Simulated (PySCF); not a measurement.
# Trend along the fourth-period p block: MBe molecules

PBE0 with double-zeta basis sets in PySCF, for the lowest determinant that a PBE0 search found; no spin–orbit coupling. De refers to high-spin ground-configuration atoms. A positive dipole means M(−)Be(+).

```
 M                       basis  state (unpaired electrons)  Re (Å)  ωe (cm⁻¹)  De (eV)  μ (D)
Ga               jorge-DZP-DKH               doublet (π ↑)   2.347        379     0.90  -0.13
Ge                  x2c-SVPall              triplet (π ↑↑)   2.173        506     1.49   1.70
As  aug-cc-pVDZ/aug-cc-pVDZ-PP         quartet (σ ↑, π ↑↑)   2.180        527     1.39   0.09
Se                    def2-SVP      singlet (closed shell)   1.876        863     2.96   4.74
Br                    def2-SVP               doublet (σ ↑)   1.988        690     3.58   0.72
```

The shortest bond is that of BeSe (1.876 Å), the longest that of BeGa (2.347 Å). BeBr is bound most strongly (3.58 eV) and BeGa least (0.90 eV).

The rows differ in basis set, which adds steps of its own.

The state changes along the series, so neighbouring rows are not always alike in their bonding.

Spin–orbit coupling is left out. States were picked by a PBE0 search and need not be the measured ground states.
